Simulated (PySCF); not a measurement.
# Ionising MgHg

PBE; Mg def2-SVPD, Hg def2-SVPD with ECP60; scalar-relativistic core potentials (PySCF 2.14). Neutral (UKS): singlet (closed shell), Re = 3.421 Å, ωe = 64.2 cm⁻¹, De = 0.09 eV, HOMO -4.56 eV, LUMO -1.67 eV.

MgHg⁺ (UKS): doublet (σ ↑), Re = 2.878 Å, ωe = 164 cm⁻¹, De = 0.78 eV to Mg⁺ + Hg. The energies at the minima are -353.42656 hartree for MgHg and -353.17122 for MgHg⁺.

Task: Work out the adiabatic ionisation energy, without and with harmonic zero-point energies (1 hartree = 27.2114 eV, 1 eV = 8065.5 cm⁻¹), and the change of the bond length.

Result: At PBE: 0.25534 hartree = 6.948 eV between the minima; the zero-point term (164.0 − 64.2)/2 cm⁻¹ = +0.006 eV makes it 6.954 eV. Re changes by -54.3 pm against the neutral. Minus the HOMO energy is 4.56 eV, -2.39 eV from the value between the minima; self-interaction puts the Kohn–Sham level too high, less so with exact exchange. The electron leaves a σ orbital, and the shorter bond of the ion fits an antibonding orbital, or a change in how ionic the bond is.

Closed-shell solutions of metal pairs were not tested for spin polarisation, which can lower them a little. Weak bonds: MgHg. Basis-set superposition, not corrected here, can be much of De in a small basis, most of all at correlated wavefunction levels. Spin–orbit coupling is left out. For an ion De counts to the pair picked by the measured ionisation energies or electron affinities, which need not be the lowest pair at this level. States were picked by a PBE0 search and need not be the measured ground states.
